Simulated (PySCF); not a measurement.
## Electron affinity of In by level of theory

In⁻ [Kr] 4d10 5s2 5p2 (3P) → In [Kr] 4d10 5s2 5p1 (2P), as a difference of total energies. All numbers are calculated (PySCF 2.14, a scalar-relativistic core potential, in aug-cc-pVQZ-PP with one added diffuse shell each of s, p, d, f, g type with ECP28MDF (8s8p6d4f3g, 117 functions)). Correlated levels: valence: 4s2 4p6 4d10 frozen. The calculations carry no spin-orbit coupling.

```json
{"method": "UHF", "electron affinity (eV)": "0.075", "difference from reference (eV)": "-0.309"}
{"method": "PBE0", "electron affinity (eV)": "0.504", "difference from reference (eV)": "+0.120"}
{"method": "r2SCAN", "electron affinity (eV)": "0.585", "difference from reference (eV)": "+0.201"}
{"method": "MN15", "electron affinity (eV)": "0.535", "difference from reference (eV)": "+0.151"}
{"method": "r2SCAN0", "electron affinity (eV)": "0.546", "difference from reference (eV)": "+0.162"}
{"method": "r2SCANh", "electron affinity (eV)": "0.565", "difference from reference (eV)": "+0.181"}
{"method": "MP2 (valence)", "electron affinity (eV)": "0.373", "difference from reference (eV)": "-0.011"}
{"method": "SCS-MP2 (valence)", "electron affinity (eV)": "0.285", "difference from reference (eV)": "-0.099"}
```

Reference: 0.384 eV (measured; photodetachment measurements, as compiled on the Wikipedia data page of electron affinities).

The reference lies between the lowest fine-structure levels, while these numbers refer to the centres of the terms.

Errors of the correlated levels include the incompleteness of this basis and the frozen core.

In the anion the highest occupied orbital energy is positive at PBE0, r2SCAN, MN15, r2SCAN0, r2SCANh, a self-interaction effect; the basis confines that electron, and the energy difference can still be sensible.
